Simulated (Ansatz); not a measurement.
Calculated with Ansatz (gas phase, PBE0-D4/def2-TZVP geometries, no zero-point term in ΔE). CBS: MP2 limit from def2 TZ/QZ plus the TZ coupled-cluster correction, frozen cores. Functionals use def2-TZVPP. B3LYP here is the variant with VWN-RPA as its local correlation; programs differ in this. For Ge outer-core shells are correlated without core-valence functions, which leaves a few kJ/mol of doubt a bond. Scalar relativity is left out up to krypton. One conformer a species, not always the lowest.

Reaction (redistribution): `CSB(O)Cl` + `CC(C)[O][Ge][Cl]` → `CC(C)OB(O)Cl` + `C[S][Ge][Cl]`

Q: Is it downhill or uphill in electronic energy at CCSD(T)/CBS, and by how much? (An estimate is asked.)

A: Computed: Downhill: ΔE = -0.71 eV.

Q: What do these levels give: PBE-D4, ωB97X-V, ωB97M-V, PBE, B3LYP, HF/def2-TZVPP, HF/def2-QZVPP, MP2/def2-QZVPP, SCS-MP2/def2-QZVPP, HF/CBS(def2), MP2/CBS(def2), CCSD/CBS(def2)? (Best estimate.)

A: Computed: PBE-D4 -0.70, ωB97X-V -0.65, ωB97M-V -0.70, PBE -0.73, B3LYP -0.77, HF/def2-TZVPP -0.83, HF/def2-QZVPP -0.82, MP2/def2-QZVPP -0.66, SCS-MP2/def2-QZVPP -0.66, HF/CBS(def2) -0.82, MP2/CBS(def2) -0.67, CCSD/CBS(def2) -0.73 eV.

Largest T1 diagnostic among the species: 0.014.

In def2-TZVPP, CCSD(T) changes the Hartree–Fock value by +0.13 eV (the triples alone add +0.02 eV) and MP2 by +0.17 eV. The D4 term adds +0.04 eV with B3LYP and +0.02 eV with PBE0; it sums over pairs of atoms, weighted by their polarisabilities, and B3LYP, whose exchange is more repulsive, gets the larger term.
